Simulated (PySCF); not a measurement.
Isomers of CH4B2O. Isolated molecules, 0 K electronic values unless said otherwise. One relaxed conformer stands for each flexible species; it need not be the lowest. Strings in code marks are SMILES.

Calculation: PBE-D3(BJ)/def2-TZVP // B3LYP-D3(BJ)/def2-TZVP in PySCF. All candidates: neutral, multiplicity 1. Delta-SCF ions had no search for a lower state. 

```json
{
 "HOMO–LUMO gap": "2.65 eV",
 "vertical ionisation energy (Delta-SCF)": "9.76 eV",
 "LUMO": "-3.61 eV"
}
```

Problem. Say which member has these values.
(A) `B1BOC1`
(B) `OC1BB1`
(C) `CBB=O`
(D) `BB1CO1`

Solution. A, `B1BOC1`. The others give `BB1CO1`: 3.57 eV, 10.17 eV, -3.17 eV; `CBB=O`: 4.45 eV, 11.46 eV, -3.72 eV; `OC1BB1`: 4.23 eV, 9.19 eV, -1.73 eV
